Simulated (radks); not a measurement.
All-electron atom: Yb1.75+ in [Kr] 4d10 4f14 5s2 6s2 5p(up 2.25, down 2) (fractional occupations, a model configuration). Method: scalar-relativistic Kohn-Sham, BLYP, spin-polarised, spherical densities, finite nucleus; Fermi nuclear charge, rms radius 5.3108 fm; computed with a radial shooting solver on a logarithmic mesh with Libxc functionals.

Normalised radial functions P(r) = r R(r), r in bohr:

| r | 6s down |
|---|---|
| 0.003769 | 0.0502 |
| 0.004388 | 0.0542 |
| 0.005108 | 0.0579 |
| 0.005946 | 0.0611 |
| 0.006922 | 0.0636 |
| 0.008059 | 0.0648 |
| 0.009382 | 0.0644 |
| 0.01083 | 0.0621 |
| 0.01261 | 0.0571 |
| 0.01468 | 0.0490 |
| 0.01709 | 0.0372 |
| 0.0199 | 0.0217 |
| 0.02317 | 0.0025 |
| 0.02697 | -0.0197 |
| 0.03115 | -0.0424 |
| 0.03626 | -0.0660 |
| 0.04221 | -0.0863 |
| 0.04914 | -0.0994 |
| 0.05721 | -0.1012 |
| 0.0666 | -0.0882 |
| 0.07754 | -0.0584 |
| 0.08955 | -0.0159 |
| 0.1042 | 0.0388 |
| 0.1214 | 0.0935 |
| 0.1413 | 0.1343 |
| 0.1645 | 0.1465 |
| 0.1915 | 0.1194 |
| 0.2229 | 0.0523 |
| 0.2574 | -0.0368 |
| 0.2997 | -0.1332 |
| 0.3489 | -0.2000 |
| 0.4062 | -0.2086 |
| 0.4728 | -0.1460 |
| 0.5505 | -0.0229 |
| 0.6408 | 0.1283 |
| 0.7401 | 0.2575 |
| 0.8616 | 0.3384 |
| 1.003 | 0.3337 |
| 1.168 | 0.2351 |
| 1.359 | 0.0580 |
| 1.583 | -0.1632 |
| 1.842 | -0.3836 |
| 2.128 | -0.5521 |
| 2.477 | -0.6560 |
| 2.884 | -0.6699 |
| 3.357 | -0.6007 |
| 3.908 | -0.4751 |
| 4.549 | -0.3302 |
| 5.296 | -0.1994 |
| 6.117 | -0.1069 |
| 7.121 | -0.0466 |
| 8.29 | -0.0167 |
| 9.651 | -0.0048 |

6s down: eigenvalue -16.931 eV, 5 radial nodes at r = 0.0236, 0.0938, 0.243, 0.564, 1.42 bohr, <r> = 3.04 bohr, 90 % of the charge inside 4.37 bohr.
